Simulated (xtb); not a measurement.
HAl, singlet, at a GFN2-xTB geometry (such geometries of metal compounds can be far from the true shape).

The xtb input:
```
$ xtb mol.xyz --gfn 1 --etemp 5000 --json

# file mol.xyz
2

Al    -0.00000000    -0.00000000    -0.11521965
H      0.00000000     0.00000000     1.49785545
```

### Question
What does this run give for the total energy (a free energy at this electronic temperature), dipole moment, HOMO-LUMO gap?

### Answer

The total energy (a free energy at this electronic temperature) is -1.784087 Ha and the dipole moment is 2.63 D. The HOMO-LUMO gap is 6.36 eV.
